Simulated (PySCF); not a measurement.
**V⁺: ionisation energy**

V⁺ [Ar] 3d4 (5D) → V²⁺ [Ar] 3d3 (4F), as a difference of total energies. Computed with PySCF 2.14 in def2-QZVPPD, with the non-relativistic Hamiltonian (point nucleus). Correlated levels: valence and next inner shell: [Ne] frozen. The calculations carry no spin-orbit coupling.

```
                                method  ionisation energy (eV)
                                   UHF                  13.265
    MP2 (valence and next inner shell)                  14.828
SCS-MP2 (valence and next inner shell)                  14.262
   CCSD (valence and next inner shell)                  14.552
CCSD(T) (valence and next inner shell)                  14.625
```

Question: How much does correlation contribute at CCSD(T) (valence and next inner shell)?

Answer: 14.625 − (13.265) = 1.360 eV, measured against UHF.

These non-relativistic numbers lack the scalar-relativistic shift.

The reference lies between the lowest fine-structure levels, while these numbers refer to the centres of the terms.

Errors of the correlated levels include the incompleteness of this basis and the frozen core.

For comparison: 14.634 ± 0.007 eV (measured; NIST Atomic Spectra Database, ionization energies).
